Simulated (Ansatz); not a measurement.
C₃H₉GaSn, SMILES `[CH3][Ga]1[CH2][SnH]1[CH3]`, relaxed with RKS PBE0-D4/def2-TZVP in the Gaussian-basis code of Ansatz from a GFN2-xTB geometry. The force threshold is 0.005 eV/Å; the program also tests the step.

The species carries charge 0 and has multiplicity 1. Sn takes the def2 core potential.

Start:

```xyz
14

C     0.123   -1.929   -1.599
Ga    0.499   -0.989    0.175
C     0.457   -0.208    2.006
Sn    1.076    1.878    1.049
C    -0.933    1.970    0.012
H     0.027   -1.143   -2.352
H     0.960   -2.578   -1.870
H    -0.795   -2.521   -1.566
H     1.195   -0.671    2.665
H    -0.524   -0.271    2.481
H     1.788    0.534   -0.493
H    -1.714    2.314    0.688
H    -0.928    2.635   -0.849
H    -1.232    0.979   -0.348
```

```csv
step,energy (eV),largest force (eV/Å),largest move (Å)
1,-61457.0544,1.186,0.000
2,-61457.4668,0.536,0.195
3,-61457.5019,0.417,0.178
4,-61457.5829,0.222,0.122
5,-61457.5955,0.148,0.043
6,-61457.6095,0.076,0.063
7,-61457.6152,0.101,0.060
8,-61457.6197,0.084,0.078
9,-61457.6210,0.105,0.049
10,-61457.6222,0.040,0.026
11,-61457.6229,0.025,0.033
12,-61457.6233,0.047,0.052
13,-61457.6237,0.053,0.022
14,-61457.6240,0.033,0.007
15,-61457.6243,0.022,0.021
16,-61457.6244,0.026,0.023
17,-61457.6244,0.030,0.012
18,-61457.6244,0.009,0.003
19,-61457.6245,0.003,0.002
```

End:

```xyz
14

C     0.044   -1.647   -1.513
Ga    0.486   -0.578    0.059
C     0.479   -0.232    1.960
Sn    1.059    1.808    1.178
C    -0.845    1.620   -0.103
H    -0.065   -1.003   -2.387
H     0.850   -2.357   -1.707
H    -0.879   -2.208   -1.359
H     1.241   -0.726    2.560
H    -0.488   -0.252    2.461
H     1.777    0.564   -0.294
H    -1.580    2.076    0.568
H    -0.740    2.246   -0.990
H    -1.339    0.688   -0.431
```

It took 30 s on 2 threads of an AMD EPYC 7R13 on a shared host and a share of an NVIDIA H100 80 GB, with 0.97 GiB of host memory at the peak.
